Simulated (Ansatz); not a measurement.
`[NH2][Nb]([OH])([F])=[S]` + HCl → `[NH2][Nb]([F])(=[S])[Cl]` + H₂O at 500 K and 1 bar (ligand exchange at the Nb–O bond).

Isolated molecules relaxed with PBE0-D4/def2-TZVP in Ansatz; ΔE leaves out vibrations. CBS: MP2 limit from def2 TZ/QZ plus the TZ coupled-cluster correction, frozen cores. This one scheme is used for every species. def2 core potentials past Kr. For Nb outer-core shells are correlated without core-valence functions, which leaves a few kJ/mol of doubt a bond. One conformer a species, not always the lowest.

```tsv
species	CCSD(T)/CBS energy (Eh)	H − E (kJ/mol)	S (J/(mol·K))
`[NH2][Nb]([OH])([F])=[S]`	-686.36905	159.4	425.9
HCl	-460.38127	32.5	201.9
`[NH2][Nb]([F])(=[S])[Cl]`	-1070.38350	125.7	423.3
H₂O	-76.37941	73.2	206.3
```

H − E and S are ideal-gas, rigid-rotor, harmonic terms from PBE0-D4/def2-TZVP, for one conformer and one mirror image of each species. 1 Eh = 2625.50 kJ/mol, R = 8.31446 J/(mol·K).

**Question.** By hand: ΔE, ΔH, ΔS and ΔG.

**Answer.** ΔE = (-1070.38350) + (-76.37941) − (-686.36905) − (-460.38127) = -0.01259 Eh = -33.1 kJ/mol. Δ(H − E) = 125.7 + 73.2 − 159.4 − 32.5 = 7.0, so ΔH = -26.1 kJ/mol. ΔS = 423.3 + 206.3 − 425.9 − 201.9 = 1.8 J/(mol·K). ΔG = -26.1 − 500 × (1.8)/1000 = -27.0 kJ/mol.

**Question.** By hand: the equilibrium constant, and the temperature at which ΔG would vanish if ΔH and ΔS stayed fixed.

**Answer.** log₁₀ K = −ΔG/(RT ln 10) = 2.8. ΔH and −TΔS have one sign here, so there is no such temperature.

The number of gas molecules stays the same, so ΔS is small and ΔH decides. A doubt of 5 kJ/mol in ΔE shifts log₁₀ K by 0.5 here. Other conformers and mirror images would add mixing entropy, several J/(mol·K) or more a flexible species. These are equilibria of isolated gas molecules and say nothing of rates. Largest T1 diagnostic: 0.023 (customary marks: 0.02 for closed shells, 0.045 for open ones).

ΔS is within the doubt of such terms, so its sign, and with it that verdict, could turn.
